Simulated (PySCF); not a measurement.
# A series of related molecules

Method: quadratic response CAM-B3LYP/aug-cc-pVDZ first hyperpolarisability, Taylor convention, gas phase in PySCF. Geometry: PBE0-D3(BJ)/def2-SVP.

Each molecule in one low-energy conformer.

Q: How does the norm of the vector part βᵢ = ⅓ Σⱼ (βᵢⱼⱼ + βⱼᵢⱼ + βⱼⱼᵢ) of the static first hyperpolarisability change along this series?
- CC=C=C=C=C(C)F (H replaced by F)
- CC=C=C=C=C(C)C(F)(F)F (H replaced by CF3)
- CC=C=C=C=C(C)C#N (H replaced by CN)
- CC=C=C=C=C(C)OC (H replaced by OCH3)
- CC=C=C=C=C(C)SC (H replaced by SCH3)

A: 
```
             molecule  static β vector norm (au)  static β HRS (au)  S1 (eV)
       CC=C=C=C=C(C)F                        258                100     3.32
CC=C=C=C=C(C)C(F)(F)F                        402                153     3.72
     CC=C=C=C=C(C)C#N                        213                 97     3.52
      CC=C=C=C=C(C)OC                        370                153     3.22
      CC=C=C=C=C(C)SC                        269                141     3.23
```
The norm of the vector part βᵢ = ⅓ Σⱼ (βᵢⱼⱼ + βⱼᵢⱼ + βⱼⱼᵢ) of the static first hyperpolarisability is lowest for CC=C=C=C=C(C)C#N and highest for CC=C=C=C=C(C)C(F)(F)F.
